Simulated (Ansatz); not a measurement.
Reaction (redistribution): `P[SiH]1CS1` + `C[SiH2]N` → `C[SiH2]P` + `N[SiH]1CS1`

Computed with Ansatz on PBE0-D4/def2-TZVP structures; ΔE is electronic, products minus reactants. CCSD(T)/CBS adds triple-zeta CCSD(T) − MP2 to the extrapolated MP2 energy (def2 sets, frozen cores). DFT in def2-TZVPP. Each species was taken in one conformer, which may not be the lowest.

```csv
level,ΔE (kJ/mol)
RPA@PBE/def2-TZVPP,-8.4
SCS-MP2/def2-QZVPP,-8.8
```

(1) What does CCSD(T)/CBS give? (Estimate.)

Largest T1 diagnostic among the species: 0.013.

Results:

(1) Ansatz gave: -9.3 kJ/mol. The listed levels differ from it by 0.9, 0.5 kJ/mol.

In def2-TZVPP, CCSD(T) changes the Hartree–Fock value by +3.7 kJ/mol (the triples alone add +1.0 kJ/mol) and MP2 by +5.0 kJ/mol. Leaving LDA and LC-ωPBE aside and taking each functional with its dispersion term where it has one, the values, not all of them listed here, spread over 2.2 kJ/mol, from ωB97X-V to BLYP-D4.
